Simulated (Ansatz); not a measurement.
An input meant for TiOCl2 (TiCl2O) (charge 0, triplet; with a point charge).

Input and output for TiOCl2 (TiCl₂O).

```yaml
crystal:
  periodic: [false, false, false]
  atoms:
    - {symbol: Ti, position_ang: [0.072248, -0.001813, 0.252402]}
    - {symbol: O, position_ang: [1.659518, -0.022942, 0.093636]}
    - {symbol: Cl, position_ang: [-0.838993, 1.982548, -0.166599]}
    - {symbol: Cl, position_ang: [-0.892783, -1.957782, -0.179449]}
basis:
  gaussian: {orbitals: def2-TZVP, fitting: {mean_field: cc-pVTZ-jkfit}, point_charges: [{charge: 1.00, position_ang: [6.354, -0.563, 0.009]}]}
magnetization: {spin_polarized: false, initial_magnetization: 2}
hamiltonian: {xc: {name: PBE0}}
scf: {lower_state_search: off}
```

```sh
$ ansatz run in.yaml --threads 4 --pin off --events-out ev --progress --plain --max-ram 3916MiB
```

Output, abridged:

```
Functional definition: PBE0
Error: [file] the basis set cc-pVTZ-JKFIT has no functions for Ti
```

With spin_polarized false and unpaired electrons the run is restricted open-shell.
